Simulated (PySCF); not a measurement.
# Electric field gradients and quadrupole coupling constants

Species: C₄H₃Cl₂FO₂.
Geometry (GFN2-xTB, Å), atoms numbered from 1 in this order:
```xyz
12
C4H3Cl2FO2 angstrom
O     -2.1400   -1.0187    0.6900
C     -1.8090   -0.1071   -0.0202
O     -2.6773    0.6608   -0.6821
C     -0.4104    0.3124   -0.2775
C      0.5975   -0.3335    0.2991
C      2.0274    0.0120    0.1037
F      2.2033    1.0597   -0.7259
Cl     2.8989   -1.3848   -0.5973
Cl     2.7688    0.4379    1.6758
H     -3.5893    0.3783   -0.5070
H     -0.2760    1.1509   -0.9435
H      0.4073   -1.1686    0.9590
```

Field gradients from the PBE0/pcSseg-1 density (PySCF, non-relativistic), principal values in atomic units, ordered |Vxx| ≤ |Vyy| ≤ |Vzz|:

```tsv
atom	Vxx	Vyy	Vzz
O1	0.6741	0.8793	-1.5534
O3	-0.4634	-1.1617	1.6251
Cl8	-2.0609	-2.1288	4.1897
Cl9	-2.0611	-2.1285	4.1896
```

Task: Find the asymmetry η = (Vxx − Vyy)/Vzz and the couplings χ = eQV/h (234.96 MHz × Q in barn × V in au), with Q(17O) = −0.0256 b, Q(35Cl) = −0.0817 b.

Result: 
```json
{"atom": "O1", "environment": "acid carbonyl oxygen", "nucleus": "17O", "η": "0.13", "χzz (MHz)": "9.34", "χxx (MHz)": "-4.05", "χyy (MHz)": "-5.29"}
{"atom": "O3", "environment": "acid hydroxyl oxygen", "nucleus": "17O", "η": "0.43", "χzz (MHz)": "-9.78", "χxx (MHz)": "2.79", "χyy (MHz)": "6.99"}
{"atom": "Cl8", "environment": "chlorine on a fluorinated carbon", "nucleus": "35Cl", "η": "0.02", "χzz (MHz)": "-80.43", "χxx (MHz)": "39.56", "χyy (MHz)": "40.87"}
{"atom": "Cl9", "environment": "chlorine on a fluorinated carbon", "nucleus": "35Cl", "η": "0.02", "χzz (MHz)": "-80.43", "χxx (MHz)": "39.57", "χyy (MHz)": "40.86"}
```

The gradient is axial or nearly so (η below 0.05) at Cl8 and Cl9. 

Task: What is Vzz at O3 in SI units (1 au = 9.71736 × 10²¹ V/m²)?

Result: 1.6251 au = 15.792 × 10²¹ V/m².

Task: And the gradient at the other heavy atoms, for which no coupling is worked out here?

Result: 
| atom | environment | Vzz (au) | η |
| --- | --- | --- | --- |
| C2 | carboxylic acid carbon | 0.384 | 0.99 |
| C4 | alkene CH carbon | 0.293 | 0.62 |
| C5 | alkene CH carbon | 0.335 | 0.81 |
| C6 | CCl2 carbon | -0.388 | 0.29 |
| F7 | alkyl fluorine | 3.120 | 0.02 |

Task: What couplings would deuterons (Q(2H) = 0.00286 b) have in place of the hydrogens, at this geometry?

Result: 
```csv
atom,bonded to,bond length (Å),Vzz (au),η,χzz (kHz)
H10,O3,0.971,0.4315,0.09,290
H11,C4,1.079,0.3214,0.06,216
H12,C5,1.081,0.3133,0.05,211
```

The structure is a single GFN2-xTB conformer in the gas phase; no vibrational or solvent corrections. GFN2-xTB bond lengths can be off by several hundredths of an ångström, more for odd bonds, and the gradients follow them. The small basis limits the accuracy of the gradients.
